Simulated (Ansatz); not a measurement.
`C[NH][Al]([F])[Cl]` + H–F → `[F][Al]([F])[Cl]` + CH₃NH₂ at 298.15 K and 1 bar (ligand exchange at the Al–N bond).

Computed with Ansatz on PBE0-D4/def2-TZVP structures; ΔE is electronic, products minus reactants. CCSD(T)/CBS is the MP2 limit (def2-TZVPP, def2-QZVPP) plus CCSD(T) − MP2 in def2-TZVPP, frozen cores. This one scheme is used for every species. Each species was taken in one conformer, which may not be the lowest.

| species | CCSD(T)/CBS energy (Eh) | H − E (kJ/mol) | S (J/(mol·K)) |
| --- | --- | --- | --- |
| `C[NH][Al]([F])[Cl]` | -896.93383 | 175.7 | 352.0 |
| H–F | -100.39570 | 33.5 | 173.6 |
| `[F][Al]([F])[Cl]` | -901.60711 | 32.7 | 298.8 |
| CH₃NH₂ | -95.75281 | 180.0 | 240.4 |

H − E and S are ideal-gas, rigid-rotor, harmonic terms from PBE0-D4/def2-TZVP, for one conformer and one mirror image of each species. 1 Eh = 2625.50 kJ/mol, R = 8.31446 J/(mol·K).

Task: By hand: ΔE, ΔH, ΔS and ΔG.

Result: ΔE = (-901.60711) + (-95.75281) − (-896.93383) − (-100.39570) = -0.03039 Eh = -79.8 kJ/mol. Δ(H − E) = 32.7 + 180.0 − 175.7 − 33.5 = 3.5, so ΔH = -76.3 kJ/mol. ΔS = 298.8 + 240.4 − 352.0 − 173.6 = 13.6 J/(mol·K). ΔG = -76.3 − 298.15 × (13.6)/1000 = -80.4 kJ/mol.

Task: By hand: the equilibrium constant, and the temperature at which ΔG would vanish if ΔH and ΔS stayed fixed.

Result: log₁₀ K = −ΔG/(RT ln 10) = 14.1. ΔH and −TΔS have one sign here, so there is no such temperature.

The number of gas molecules stays the same, so ΔS is small and ΔH decides. A doubt of 5 kJ/mol in ΔE shifts log₁₀ K by 0.9 here. Other conformers and mirror images would add mixing entropy, several J/(mol·K) or more a flexible species. These are equilibria of isolated gas molecules and say nothing of rates. Largest T1 diagnostic: 0.012 (customary marks: 0.02 for closed shells, 0.045 for open ones).
